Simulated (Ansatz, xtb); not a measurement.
## C3H6F2O2Si: 3 structures ranked

3 gas-phase structures of C3H6F2O2Si, from a drawn sample of its isomers (lower ones may exist). Each was relaxed with GFN2-xTB; where two conformers were screened, the lower at r2SCAN-D4/def2-SVP is listed:

A. `F[Si]1(F)COCCO1`, a singlet
B. `C[C@]1(O[SiH](F)F)CO1`, a singlet
C. `C[C@H](C(=O)O)[SiH](F)F`, a singlet

**Question.** Make a reasoned guess at their ranking by r2SCAN-D4/def2-SVP single-point energy.

**Answer.** Calculated order at r2SCAN-D4/def2-SVP: C (0.0), A (3.1), B (17.4) kcal/mol. CCSD(T)/def2-SVP + ΔMP2/def2-TZVPP after further relaxation puts A lowest instead.

Energies above the lowest of each column, in kcal/mol; the last columns are at B3LYP-D3(BJ)/def2-SVP geometries:

```json
{"structure": "C", "GFN2-xTB": "16.3", "HF/STO-3G": "30.9", "r2SCAN-D4/def2-SVP": "0.0", "B3LYP-D3(BJ)/def2-SVP": "0.0", "CCSD(T)/def2-SVP + ΔMP2/def2-TZVPP": "1.6"}
{"structure": "A", "GFN2-xTB": "6.2", "HF/STO-3G": "0.0", "r2SCAN-D4/def2-SVP": "3.1", "B3LYP-D3(BJ)/def2-SVP": "3.0", "CCSD(T)/def2-SVP + ΔMP2/def2-TZVPP": "0.0"}
{"structure": "B", "GFN2-xTB": "0.0", "HF/STO-3G": "33.5", "r2SCAN-D4/def2-SVP": "17.4", "B3LYP-D3(BJ)/def2-SVP": "16.2", "CCSD(T)/def2-SVP + ΔMP2/def2-TZVPP": "12.6"}
```

CCSD(T)/def2-SVP + ΔMP2/def2-TZVPP puts A lowest; GFN2-xTB picks B, r2SCAN-D4/def2-SVP picks C, B3LYP-D3(BJ)/def2-SVP picks C. CCSD(T)/def2-SVP + ΔMP2/def2-TZVPP orders those it was run on as A (0.0), C (1.6), B (12.6) kcal/mol. Flexible structures stand in one conformer each, not always the lowest. The ΔMP2 step shifts differences by up to 7.7 kcal/mol, which makes them less sure. ΔMP2 is the change of the MP2 energy from the smaller to the larger basis.

Programs: Ansatz 0.2.0, xtb 6.7.1.
